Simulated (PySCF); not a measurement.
## Functional benchmark on one molecule

Molecule: SMILES COc1ccoc1, C5H6O2.

Geometry (Å), atoms numbered from 1 in this order:
```xyz
13

C    -2.032    0.054   -0.077
O    -0.948    0.897   -0.349
C     0.266    0.367   -0.142
C     1.485    1.082   -0.366
C     2.478    0.208   -0.044
O     1.974   -0.971    0.354
C     0.620   -0.883    0.298
H    -2.011   -0.848   -0.715
H    -2.040   -0.264    0.982
H    -2.948    0.621   -0.288
H     1.581    2.105   -0.719
H     3.562    0.289   -0.052
H     0.062   -1.766    0.593
```

Geometry PBE0-D3(BJ)/def2-SVP throughout; GIAO in PySCF 2.14.0 with density-fitted response routines, gas phase, one conformer, non-relativistic; equivalent atoms averaged; basis pcSseg-1.

Reference values (estimated from measurements, as parent shift plus tabulated substituent increments; solution, not stated per compound (mostly CDCl3 or CCl4); Pretsch, Buehlmann, Badertscher, Structure Determination of Organic Compounds, 4th ed. (2009)): δ(H13) = 6.92 ppm, δ(H11) = 6.02 ppm, δ(H12) = 7.01 ppm. Computed shifts are taken against TMS, calculated as an isolated molecule at each level.

Problem. How do the functionals PBE, BLYP, KT2, KT3, B3LYP, PBE0, CAM-B3LYP, wB97X-D perform against the reference? Times are CPU seconds on shared hosts with different chips, so compare them loosely; the GGAs took longer than the global hybrids here, which isn't the general rule, and the cause wasn't traced.

Solution. 
```csv
functional,kind,H13,H11,H12,mean abs. error H,core-s
PBE,GGA,6.78,6.18,7.02,0.10,22
BLYP,GGA,6.73,6.11,6.96,0.11,22
KT2,GGA,6.89,6.15,7.06,0.07,19
KT3,GGA,6.82,6.10,7.03,0.07,22
B3LYP,global hybrid,6.83,6.24,7.08,0.13,14
PBE0,global hybrid,6.90,6.34,7.16,0.16,14
CAM-B3LYP,range-separated hybrid,6.89,6.34,7.15,0.16,17
wB97X-D,range-separated hybrid,6.90,6.35,7.18,0.17,16
```

For ¹H the closest is KT3 (0.07 ppm, with KT2 practically level) and the furthest wB97X-D (0.17 ppm). One molecule is a small sample, and vibrational and solvent effects are absent from the calculation.
